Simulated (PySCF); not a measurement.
Structure problem from calculated spectra and properties.

Formula: C3H8FPSi2.

| Item | Value |
| --- | --- |
| Triplet | lowest triplet excitation (Tamm–Dancoff): 4.78 eV [TDA B3LYP/def2-SVPD] |
| Rotational structure | rotational constants A, B, C: 1.509, 0.804, 0.560 GHz [GFN2-xTB] |
| 1H NMR | chemical shifts (computed TMS as zero) by class: 5.65 (1 H), 4.46 (1 H), 4.00 (1 H), 2.15 (3 H), 1.02 (2 H) ppm [GIAO PBE0/pcSseg-1] |
| 13C NMR | chemical shifts (computed TMS as zero) by class: 119.0 (1 C), 84.5 (1 C), 6.0 (1 C) ppm [GIAO PBE0/pcSseg-1] |
| NMR, other nuclei | isotropic shieldings of nuclei other than C and H, by class: 384 (1 F), 357 (1 Si), 441 (1 Si), 635 (1 P) ppm [GIAO PBE0/pcSseg-1] |
| Polarisability | 119.2 au [B3LYP/def2-SVPD] |
| UV, first state | lowest singlet excitation: 5.21 eV (238 nm, f = 0.011) [TDDFT B3LYP/def2-SVPD] |
| UV, strongest line | among the 8 lowest singlet transitions: S8 at 6.55 eV (189 nm, f = 0.103) [TDDFT B3LYP/def2-SVPD] |

The electronic properties come from PySCF, for the isolated species, density fitting. Levels stand in brackets. Isolated species at its GFN2-xTB geometry (one conformer only). NMR values are class means; diastereotopic atoms form classes of their own.

Q: Propose a structure and show how it fits.

A: Numbering: `[CH3:1][C:2]#[C:3][Si@@H:4]([F:5])[SiH2:6][PH2:7]`. 3 carbons fall into 3 classes; from least to most shielded: alkyne carbon [C2] (119.0 ppm), alkyne carbon [C3] (84.5 ppm), propargylic carbon [C1] (6.0 ppm). Hydrogen classes from least to most shielded: 1 H on a fluorine-bound silicon, Si4 (5.65 ppm), 1 H on an SiH2 silicon, Si6 (4.46 ppm), 1 H on an SiH2 silicon, Si6 (4.00 ppm), 3 H on a propargylic carbon, C1 (2.15 ppm), 2 H on a three-coordinate phosphorus, P7 (1.02 ppm). The other shieldings belong to: 384 ppm, silicon-bound fluorine [F5]; 357 ppm, fluorine-bound silicon [Si4]; 441 ppm, SiH2 silicon [Si6]; 635 ppm, three-coordinate phosphorus [P7]. The optimised geometry has point group C1 and is an asymmetric top. Structure: `CC#C[Si@@H](F)[SiH2]P`. The assignments are read from this structure; whether some other isomer fits the data as well wasn't checked. The mirror image fits equally.

Conformer computed: `[CH3:1][C:2]#[C:3][Si@@H:4]([F:5])[SiH2:6][PH2:7]`: C3–Si4–Si6–P7 63°, H–P7–Si6–Si4 -72°, H–P7–Si6–Si4 -164°.
